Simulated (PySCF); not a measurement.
C₂H₁₀GeSi, SMILES [SiH3]C[CH2][GeH3], GFN2-xTB optimised geometry.

```
14

Si     1.57    -0.29     0.00
C     -0.33    -0.29     0.00
C     -0.96     1.10     0.00
Ge    -0.59     2.17    -1.61
H      2.02    -1.66     0.28
H      2.07     0.14    -1.31
H      2.05     0.61     1.05
H     -0.69    -0.84    -0.87
H     -0.69    -0.84     0.88
H     -2.05     1.01     0.09
H     -0.63     1.66     0.88
H      0.81     2.68    -1.67
H     -1.49     3.38    -1.66
H     -0.84     1.40    -2.86
```

Density from PBE/def2-TZVP (PySCF) at that geometry.

Minimum of the electron density along straight lines between bonded atoms, close to the bond critical point (lines longer than 1.1 times the sum of covalent radii, or with two minima, are not listed):

```csv
bond,length / Å,ρ at the minimum / e bohr⁻³,∇²ρ there / e bohr⁻⁵,position (fraction from the first atom)
Si1–C2,1.901,0.116,0.14,0.39
C2–C3,1.526,0.237,-0.53,0.50
C3–Ge4,1.972,0.124,0.07,0.53
Si1–H5,1.465,0.123,0.17,0.50
Si1–H6,1.465,0.123,0.18,0.50
Si1–H7,1.466,0.123,0.18,0.50
C2–H8,1.093,0.272,-0.89,0.64
C2–H9,1.094,0.271,-0.88,0.64
C3–H10,1.095,0.272,-0.89,0.64
C3–H11,1.093,0.274,-0.90,0.64
Ge4–H12,1.495,0.142,0.08,0.60
Ge4–H13,1.499,0.141,0.09,0.60
Ge4–H14,1.497,0.141,0.08,0.60
```
